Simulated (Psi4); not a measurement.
C2F5 (SMILES F[C](F)C(F)(F)F), doublet, at a GFN2-xTB geometry; CCSD/STO-3G (Psi4).

Here is a job for Psi4.
```
memory 2 GB

molecule {
0 2
  F     1.33263497   -1.34508685   -0.09956568
  C     0.89342460   -0.10323390   -0.22295752
  F     1.69497119    0.76164160    0.37691203
  C    -0.59425481    0.11916949   -0.07500397
  F    -1.03231455   -0.08973964    1.18180137
  F    -0.91885164    1.36923302   -0.39550019
  F    -1.27588651   -0.70667185   -0.86500654
}

set basis sto-3g
set reference uhf
set puream true

energy('ccsd')
print_variables()
```

It wrote (shortened):

```
   => Loading Basis Set <=

    Name: STO-3G
    Role: ORBITAL
    Keyword: BASIS

         ---------------------------------------------------------
                                   SCF
               by Justin Turney, Rob Parrish, Andy Simmonett
                          and Daniel G. A. Smith
                              UHF Reference
         ---------------------------------------------------------

  ==> Geometry <==

    Molecular point group: c1
    Full point group: C1

    Geometry (in Angstrom), charge = 0, multiplicity = 2:

       Center              X                  Y                   Z               Mass
    ------------   -----------------  -----------------  -----------------  -----------------
         F            1.334308429307    -1.344997712627    -0.101232377814    18.998403162730
         C            0.895098059307    -0.103144762627    -0.224624217814    12.000000000000
         F            1.696644649307     0.761730737373     0.375245332186    18.998403162730
         C           -0.592581350693     0.119258627373    -0.076670667814    12.000000000000
         F           -1.030641090693    -0.089650502627     1.180134672186    18.998403162730
         F           -0.917178180693     1.369322157373    -0.397166887814    18.998403162730
         F           -1.274213050693    -0.706582712627    -0.866673237814    18.998403162730

  Running in c1 symmetry.

  Rotational constants: A =      0.12583  B =      0.07741  C =      0.06400 [cm^-1]
  Rotational constants: A =   3772.23057  B =   2320.71730  C =   1918.64440 [MHz]
  Nuclear repulsion =  343.051265677211461

  Charge       = 0
  Multiplicity = 2
  Electrons    = 57
  Nalpha       = 29
  Nbeta        = 28

  ==> Algorithm <==

  SCF Algorithm Type is PK.
  DIIS enabled.
  MOM disabled.
  Fractional occupation disabled.
  Guess Type is SAD.
  Energy threshold   = 1.00e-08
  Density threshold  = 1.00e-08
  Integral threshold = 1.00e-12

  ==> Primary Basis <==

  Basis Set: STO-3G
    Blend: STO-3G
    Number of shells: 21
    Number of basis functions: 35
    Number of Cartesian functions: 35
    Spherical Harmonics?: true
    Max angular momentum: 1

  ==> Integral Setup <==

  Using in-core PK algorithm.
   Calculation information:
      Number of atoms:                   7
      Number of AO shells:              21
      Number of primitives:             63
      Number of atomic orbitals:        35
      Number of basis functions:        35

[...]
  @UHF Final Energy:  -564.95605891743298
    Total Energy =                       -564.9560589174329834
[...]
             19   5        -0.0144139052
             26   0        -0.0131973875
             17   6         0.0117697905

    Largest TIJAB Amplitudes:
     26  21   3   2        -0.0109444379
     27  23   4   0         0.0107847492
     25  22   3   1         0.0097124021
     28  27   2   1        -0.0096913588
     27  25   3   0        -0.0095755599
     16  15   1   0         0.0091424725
     26  25   1   0        -0.0083523873
     27  23   1   0         0.0081419713
     26  25   2   0         0.0079480367
     26  22   3   0        -0.0078385765

    Largest Tijab Amplitudes:
     24  22   5   0         0.0220198257
     18  17   6   0         0.0197302520
     24  17   2   0         0.0193056524
     18  17   1   0         0.0179005576
     24  22   2   0         0.0165337412
     27  24   1   0        -0.0160216217
     24  17   5   0         0.0147034310
     18  14   5   0         0.0137966636
     18  14   2   0         0.0120797860
     27  24   6   0        -0.0117160366

    Largest TIjAb Amplitudes:
     16  15   0   1        -0.0288268555
     26  26   3   4        -0.0287160561
     25  25   3   4         0.0274476008
     13  13   3   4        -0.0261726502
     27  27   0   1        -0.0248681339
     18  17   5   6        -0.0240569686
     18  18   0   0        -0.0239349996
     12  12   2   3        -0.0232923437
     23  24   4   0        -0.0231748122
     18  18   5   0        -0.0228263544

    SCF energy       (wfn)                    = -564.956058917432983
    Reference energy (file100)                = -564.956058917434120

    Opposite-spin MP2 correlation energy      =   -0.134128112619129
    Same-spin MP2 correlation energy          =   -0.030081483092780
    Singles MP2 correlation energy            =   -0.000000000000000
    MP2 correlation energy                    =   -0.164209595711909
      * MP2 total energy                      = -565.120268513146016

    Opposite-spin CCSD correlation energy     =   -0.173339147962589
    Same-spin CCSD correlation energy         =   -0.032144548705592
    Singles CCSD correlation energy           =   -0.000000000000000
    CCSD correlation energy                   =   -0.205483696668181
      * CCSD total energy                     = -565.161542614102245

  Variable Map:
  ----------------------------------------------------------------------------
[...]
  Array Variable Map:
  ----------------------------------------------------------------------------
[...]
[...]
```
